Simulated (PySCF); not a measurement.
**HfO(OH) + HF → HfOF + H₂O**

Level: PBE0 in the def2-TZVP basis family, computed in PySCF with density fitting; scalar-relativistic core potentials for atoms from Rb on, none lighter, no spin–orbit coupling; open shells unrestricted.

```csv
species,state and structure,E (Eh),ZPE (kJ/mol),H(298 K) − H(0) (kJ/mol),S° (J/(mol K))
HfO(OH),"doublet, Cs, Hf–O 1.748 Å, Hf–O 1.933 Å, O–H 0.958 Å; H–O–Hf 131.4°, O–Hf–O 109.3°",-199.02272,40.4,13.0,298.4
HF,"singlet, C∞v, H–F 0.920 Å",-100.39188,24.9,8.7,173.6
HfOF,"doublet, Cs, Hf–F 1.908 Å, Hf–O 1.742 Å; F–Hf–O 109.2°",-223.05156,10.8,11.8,292.6
H₂O,"singlet, C2v, O–H 0.960 Å (×2); H–O–H 105.1°",-76.37736,56.5,9.9,188.7
```

What is the electronic reaction energy?

At PBE0/def2-TZVP, ΔE = -37.6 kJ/mol from the differences of the total energies times 2625.5, downhill. 

Add zero-point, thermal and entropy terms for 298.15 K and 1 bar.

ΔZPE = 2.0 and Δ[H(298) − H(0)] = 0.0 kJ/mol give ΔH° = -35.6 kJ/mol. ΔS° = 9.3 J/(mol K), so ΔG° = -35.6 − 298.15 × (0.0093) = -38 kJ/mol and log₁₀K = 6.7.

Spin–orbit coupling can matter for HfO(OH), HfOF and is left out. Open d or f shells are single determinants, so the state found may not be the ground state. Each species is the lowest minimum found with this bonding; other isomers or fragments can lie lower.
